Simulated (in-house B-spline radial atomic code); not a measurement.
Successive ionisation energies of lutetium; each step leads to the configuration of the next row (after the last: bare). Dirac energy differences include first-order Breit, QED and recoil terms. NIST's values go from ground level to ground level; the uncertainty of those that are theory runs from under 0.1 % in few-electron ions to several per cent in heavy many-electron ones. Computed with a B-spline radial code for spherical atoms: Dirac-Hartree-Fock, average of the configuration, finite nuclei.

```json
{"ion": "Lu63+", "configuration": "[He] 2s2 2p4", "ionisation energy (eV)": "15279.1", "tabulated value (eV)": "14890", "tabulated kind": "tabulated theory", "computed minus tabulated (eV)": "389", "highest orbital": "2p3/2", "largest mean radius (bohr)": "0.079079"}
{"ion": "Lu64+", "configuration": "[He] 2s2 2p3", "ionisation energy (eV)": "15618.6", "tabulated value (eV)": "15211", "tabulated kind": "tabulated theory", "computed minus tabulated (eV)": "408", "highest orbital": "2p3/2", "largest mean radius (bohr)": "0.078721"}
{"ion": "Lu65+", "configuration": "[He] 2s2 2p2", "ionisation energy (eV)": "15961.3", "tabulated value (eV)": "16730", "tabulated kind": "tabulated theory", "computed minus tabulated (eV)": "-769", "highest orbital": "2p3/2", "largest mean radius (bohr)": "0.078365"}
{"ion": "Lu66+", "configuration": "[He] 2s2 2p1", "ionisation energy (eV)": "16307.4", "tabulated value (eV)": "17120", "tabulated kind": "tabulated theory", "computed minus tabulated (eV)": "-813", "highest orbital": "2p3/2", "largest mean radius (bohr)": "0.078012"}
{"ion": "Lu67+", "configuration": "[He] 2s2", "ionisation energy (eV)": "17607.1", "tabulated value (eV)": "17610", "tabulated kind": "tabulated theory", "computed minus tabulated (eV)": "-3", "highest orbital": "2s1/2", "largest mean radius (bohr)": "0.07766"}
{"ion": "Lu68+", "configuration": "[He] 2s1", "ionisation energy (eV)": "17927.5", "tabulated value (eV)": "17928.05", "tabulated kind": "tabulated theory", "computed minus tabulated (eV)": "-1", "highest orbital": "2s1/2", "largest mean radius (bohr)": "0.077316"}
{"ion": "Lu69+", "configuration": "1s2", "ionisation energy (eV)": "72318.4", "tabulated value (eV)": "72322.87", "tabulated kind": "tabulated theory", "computed minus tabulated (eV)": "-4", "highest orbital": "1s1/2", "largest mean radius (bohr)": "0.019212"}
{"ion": "Lu70+", "configuration": "1s1", "ionisation energy (eV)": "73803.9", "tabulated value (eV)": "73804.35", "tabulated kind": "tabulated theory", "computed minus tabulated (eV)": "0", "highest orbital": "1s1/2", "largest mean radius (bohr)": "0.019095"}
```

Task: Where is the largest jump?

Result: From Lu68+ to Lu69+, by a factor of 4.03 (17927 to 72318 eV); the highest orbital goes from 2s1/2 to 1s1/2.

Where a p, d or f electron is removed, the computed value is a mean over both j, so it misses the tabulated one by a part of the spin-orbit splitting; averaging over terms and missing correlation add to the gap, relatively most at low charge.
